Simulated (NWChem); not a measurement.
System: MgH2SeS; SMILES [SH][Mg][SeH]

```xyz
5

Mg     0.0056     0.7170     0.0097
S      0.0266     3.0364     0.0488
H     -0.2349     3.1073    -1.2890
Se     0.0347    -1.7231     0.0045
H     -1.4361    -1.7076     0.2377
```
Atoms are numbered in this order, from 1.

Program: NWChem. The geometry was optimised at PBE-D3(BJ)/def2-SVP. Ions are spin-unrestricted doublets at the neutral geometry; other ion states weren't tried.

Question: Among these, which level gives the highest value of “−ε(HOMO) (eV)”?
A. B3LYP/def2-TZVP
B. Hartree-Fock/def2-TZVP
C. PBE/def2-TZVP

Answer: B, Hartree-Fock/def2-TZVP. Values: PBE/def2-TZVP 5.87; B3LYP/def2-TZVP 6.73; Hartree-Fock/def2-TZVP 9.44
